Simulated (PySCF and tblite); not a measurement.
The numbers below are computed, except where a source is named.
# Barrier and rate of a rearrangement

System: C₅H₁₁NO₂Si, numbered as in [CH2:1]=[CH:2][CH2:3][NH:4][SiH2:5][O:6][C:7]([CH3:8])=[O:9].

Motion: shift of Si5 from O6 to O9. The path came from a restrained scan, a climbing-image band and a saddle search at GFN2-xTB; energies are PBE0/pcSseg-1 + D3(BJ)//GFN2-xTB, thermal terms GFN2-xTB. Rate constants are transition-state-theory values, counting equivalent paths, without tunnelling. (PySCF 2.14 with density fitting, tblite 0.8.)

```csv
point,symmetry,E(GFN2) kcal/mol,E(DFT) kcal/mol,ZPE change kcal/mol,lowest mode cm⁻¹,dipole D
start,C1,0.0,0.0,0.00,38,2.79
saddle,C1,12.8,7.5,0.27,223i,1.97
end,C1,0.4,-1.3,-0.01,32,1.05
```

```
Electronic barrier                                      : 7.5 kcal/mol
Barrier with zero-point energy                          : 7.8 kcal/mol
ΔH‡ (298 K)                                             : 7.2 kcal/mol
ΔS‡ (298 K, symmetry apart)                             : -4.3 cal/(mol K)
Paths                                                   : 1 equivalent path
End point                                               : a different minimum
Mean lifetime of the start against this motion at 298 K : 250 ns
Cost                                                    : 2.1 min on 1 thread of Arm Neoverse V2 (shared host) (rough), peak memory 0.97 GiB, launched as `OMP_NUM_THREADS=1 python ens_run.py task.json out`
```

| T/K | ΔG‡ kcal/mol | k s⁻¹ | ΔG kcal/mol | k back s⁻¹ |
| --- | --- | --- | --- | --- |
| 150 | 8.0 | 6.4 | -1.3 | 0.092 |
| 200 | 8.2 | 5130 | -1.3 | 218 |
| 250 | 8.3 | 2.9×10⁵ | -1.2 | 2.4×10⁴ |
| 298 | 8.4 | 4×10⁶ | -1.2 | 5×10⁵ |
| 350 | 8.6 | 3×10⁷ | -1.2 | 5.2×10⁶ |
| 400 | 8.8 | 1.3×10⁸ | -1.2 | 2.8×10⁷ |
| 500 | 9.2 | 9.9×10⁸ | -1.2 | 3.1×10⁸ |

ΔG and ΔG‡ leave out symmetry numbers and mirror images; rates count paths: 1 out, 1 back.

DFT energies on a tight-binding saddle of a bond shift can be off by several kcal/mol.
